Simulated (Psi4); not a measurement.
H₃AlCl₂Si (SMILES [SiH3][Al]([Cl])[Cl]), singlet, geometry from GFN2-xTB (such geometries of metal compounds can be far from the true shape). Base run: Psi4 with CCSD(T)/cc-pVDZ.

Here is a job for Psi4.
```
memory 2 GB

molecule {
0 1
  Al   -0.06871540    0.02643894   -0.03866881
  Cl   -1.77824764   -1.07933224   -0.20335917
  Cl   -0.11745823    1.81984352   -1.01560867
  Si    1.86574300   -0.72844182    1.19661735
  H     2.52424247    0.34458038    1.96491009
  H     2.92503697   -1.28941977    0.33641309
  H     1.55061855   -1.78937305    2.17118162
}

set basis cc-pvdz
set freeze_core true

energy('ccsd(t)')
print_variables()
```

Each row names what was changed in the base input (with any setting that the change needs).

```tsv
change	ΔE vs base (kcal/mol)	MP2 correlation (Eh)	basis functions	core-seconds (rough)
base	0.000	-0.42492	87	70
method = ccsd	6.71	-0.42492	87	60
method = dlpno-mp2	40.18	-0.42476	87	6
method = qcisd(t)	-0.146	-0.42492	87	60
method = mp4	1.52	-0.42492	87	50
method = mp2	40.16	-0.42479	87	6
method = mp3	9.76	-0.42479	87	7
method = fno-ccsd(t)	0.000	-0.42492	87	60
```
